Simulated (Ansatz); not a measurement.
Species: GeH3Br, charge 0, singlet. GeH3Br (SMILES [GeH3][Br]).
B3LYP-D3(BJ)/def2-TZVP minimum from Ansatz (a first-principles code):
```
Ge
H 1 1.5327
H 1 1.5327 2 111.72
H 1 1.5327 2 111.72 3 -125.97
Br 1 2.3318 2 107.12 3 117.02
```

Total energies in hartree (Ansatz). UHF or UKS for unpaired electrons; spin-orbit terms are left out. Cores are frozen in correlated methods (noble-gas shells, and filled d and f shells in the p block). No relativity. Where a partner has so few electrons that a lower coupled-cluster level is exact, that level stands in. Spin-orbit terms, left out, reach several kcal/mol for Br and I, and more for heavier atoms.

```csv
species,HF/cc-pVTZ,CCSD(T)/cc-pVTZ,HF/cc-pVQZ,CCSD(T)/cc-pVQZ,CCSDT(Q)/cc-pVTZ
"1: GeH3Br (bromogermane, SMILES [GeH3][Br])",-4649.65433,-4649.98567,-4649.66130,-4650.01959,-4649.98704
2: Ge (triplet),-2075.36107,-2075.42794,-2075.36359,-2075.43284,-2075.42848
3: Br (doublet),-2572.44509,-2572.60263,-2572.44802,-2572.62195,-2572.60328
4: H (doublet),-0.49981,-0.49981,-0.49995,-0.49995,-0.49981
```

### Question
Work out the atomisation energy (electronic, to ground-state atoms) in kcal/mol: take Hartree-Fock from cc-pVQZ, extrapolate the CCSD(T) correlation energy as X^-3 (X = 3, 4), and add CCSDT(Q) - CCSD(T) in cc-pVTZ. 1 hartree = 627.51 kcal/mol.

### Answer

Species 1: correlation (64·(-0.35829) - 27·(-0.33134))/37 = -0.37796; step -0.00137; E1 = -4649.66130 + (-0.37796) + (-0.00137) = -4650.04063
Species 2: correlation (64·(-0.06925) - 27·(-0.06687))/37 = -0.07099; step -0.00054; E2 = -2075.36359 + (-0.07099) + (-0.00054) = -2075.43512
Species 3: correlation (64·(-0.17393) - 27·(-0.15754))/37 = -0.18589; step -0.00065; E3 = -2572.44802 + (-0.18589) + (-0.00065) = -2572.63456
Species 4: correlation (64·(0.00000) - 27·(0.00000))/37 = 0.00000; step +0.00000; E4 = -0.49995 + (0.00000) + (+0.00000) = -0.49995
-1·E1 +1·E2 +1·E3 +3·E4 = 0.47110 hartree = 295.6 kcal/mol.
